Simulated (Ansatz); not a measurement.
## Worked example: CH3Cl + AuOH → CH4O + AuCl

Gas-phase species: CH3Cl (chloromethane) `CCl`, singlet; AuOH `[OH][Au]`, singlet; CH4O (methanol) `CO`, singlet; AuCl (gold monochloride), singlet. The partners trade Cl for OH: C–Cl and Au–OH bonds give way to C–OH and Au–Cl.

Shapes, held fixed at every level: PBE0-D4/def2-TZVP. Programs: Ansatz 0.2.0. The zero-point and thermal change to 298 K, harmonic and unscaled (PBE0-D4/def2-TZVP), is +5.8 kJ/mol.

At CCSD(T)/def2-TZVPP; 1 Eh = 2625.50 kJ/mol:

```
species  energy (Eh)
  CH3Cl  -499.560551
   AuOH  -211.078616
   CH4O  -115.555339
   AuCl  -595.120519
```

Problem. Work out ΔH(298 K) of the reaction at this level.

Solution. 
1. Products less reactants: (-115.555339) + (-595.120519) − [(-499.560551) + (-211.078616)] = -0.036691 Eh = -96.3 kJ/mol.
2. With the thermal change: -96.3 + (+5.8) = -90.5 kJ/mol.

Other levels give -154.2 (HF/def2-SVP) to -83.9 kJ/mol (r2SCAN-D4/def2-TZVPP). No measured value is set beside it here. For atoms past krypton def2 sets carry core potentials with scalar relativity. Outer-core shells of Au are correlated, in sets that cover them unevenly.
